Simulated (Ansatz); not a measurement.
Basis-set extrapolation for C7H5N, SMILES `[C-]#[N+]c1ccccc1` (PBE0-D4/def2-TZVP geometry, frozen core, Ansatz 0.2.0). Multiplicity 1, RHF reference.

```
                      def2-TZVPP   def2-QZVPP
                 HF  -322.523940  -322.536831
    MP2 correlation    -1.256026    -1.337259
CCSD(T) correlation    -1.347875      not run
```

Energies in hartree. Use E(X) = E(∞) + A·exp(−7.88·√X) for Hartree–Fock and E(X) = E(∞) + B·X^(−2.97) for correlation, with X = 3 and 4, and add CCSD(T) minus MP2 of the smaller set to the MP2 limit.

Question: What is the CCSD(T) energy at the basis-set limit?

Answer: HF limit: -322.536831 + (-0.012891) × 0.13774 = -322.53861. MP2 limit: -1.337259 + (-0.081233) × 0.74074 = -1.39743. Higher-order term: -1.347875 − (-1.256026) = -0.09185. Total: -324.02789 hartree, 4.25 eV below CCSD(T)/def2-TZVPP.
